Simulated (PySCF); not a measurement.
CH3O3S, SMILES CS(=O)(=O)[O-], charge -1.

The structure is a stationary point at PBE0-D3(BJ)/def2-SVPD.

Method: PySCF with PBE0/def2-SVPD.

The molecule is in vacuum.

Computed frontier levels, gap, dipole moment and polarisability:
- highest occupied level: -2.24 eV
- lowest empty level: 4.25 eV
- orbital gap: 6.49 eV
- dipole moment about the centre of nuclear charge: 4.03 D
- mean static polarisability: 52.3 bohr³ (7.75 Å³)
- polarisability, principal values: 50.6, 50.6, 55.7 bohr³
